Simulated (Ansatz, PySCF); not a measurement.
System: C2H2N, charge 0, doublet. C2H2N (SMILES [C-]#[N+][CH2], doublet).
B3LYP-D3(BJ)/def2-TZVP minimum from Ansatz (a quantum-chemistry and plane-wave program):
```xyz
5

C     -1.1003     0.1172     0.1136
N      0.2172    -0.0231    -0.0224
C      1.3859    -0.1476    -0.1430
H     -1.6290    -0.5396     0.7877
H     -1.6054     0.8842    -0.4538
```
Charge 0, spin multiplicity 2.

Atomisation energy term by term, kcal/mol (programs: Ansatz). Open shells are spin-unrestricted; no spin-orbit coupling. Correlated methods leave the cores frozen. Rows without X2C or -DK are non-relativistic. CBS(X,Y): correlation extrapolated as X^-3, Hartree-Fock from the larger set (Q,5: extrapolated as (X+1)exp(-9√X)). A bracket is a step between two methods taken in the basis named. 'core' is core correlation in cc-pwCVTZ, 'X2C' scalar relativity in cc-pVTZ-DK, both at CCSD(T). For partners of very few electrons the exact lower level stands in for a higher one. The UHF reference of C2H2N ([C-]#[N+][CH2], doublet) is spin-contaminated (<S^2> up to 0.08 over the pure value in the sets run).

```
term                                                          basis  kcal/mol
-----------------------  ------------------------------------------  --------
Hartree-Fock                                   CBS(cc-pVQZ,cc-pV5Z)    336.43
CCSD correlation                               CBS(cc-pVQZ,cc-pV5Z)    137.08
(T)                                            CBS(cc-pVQZ,cc-pV5Z)     11.73
CCSDT(Q) - CCSD(T)                                          cc-pVDZ      0.94
core correlation                                          cc-pwCVTZ      2.50
scalar relativity                                   X2C, cc-pVTZ-DK     -0.45
minus zero-point energy  Hessian by PySCF at B3LYP-D3(BJ)/def2-TZVP    -19.21
sum: D0                                                                 469.0
```
